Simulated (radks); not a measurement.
Ionisation of neutral bromine, [Ar] 3d10 4s2 4p5, to [Ar] 3d10 4s2 4p4 as the strength of local exchange is varied. Method: Dirac Kohn-Sham, Slater X-alpha exchange (alpha = 2/3 is LDA exchange), no correlation, spin-unpolarised, spherical densities, finite nucleus; open shells fill j = l - 1/2 first; Fermi nuclear charge, rms radius 4.1629 fm; computed with a radial shooting solver on a logarithmic mesh with Libxc functionals.

alpha	E(Br) (hartree)	exchange (hartree)	IE (eV)	-e of the level emptied (eV)	<r> of it (bohr)
0.667	-2600.15540	-85.66894	11.232	6.622 (4p3/2)	2.149
0.757	-2611.74016	-97.65284	12.276	7.551 (4p3/2)	2.099
0.759	-2611.99817	-97.92029	12.300	7.572 (4p3/2)	2.098
0.85	-2623.76404	-110.14146	13.398	8.560 (4p3/2)	2.052
0.946	-2636.23217	-123.14493	14.601	9.651 (4p3/2)	2.007

NIST Atomic Spectra Database: 11.814 eV (measured). The Delta-SCF value meets it near alpha = 0.72. Spin polarisation and multiplet splitting are left out, so open shells lie too high by an amount that depends on their filling.

Beside tabulated values, note that spin-unpolarised runs miss the spin-polarisation part of the exchange energy of open shells.
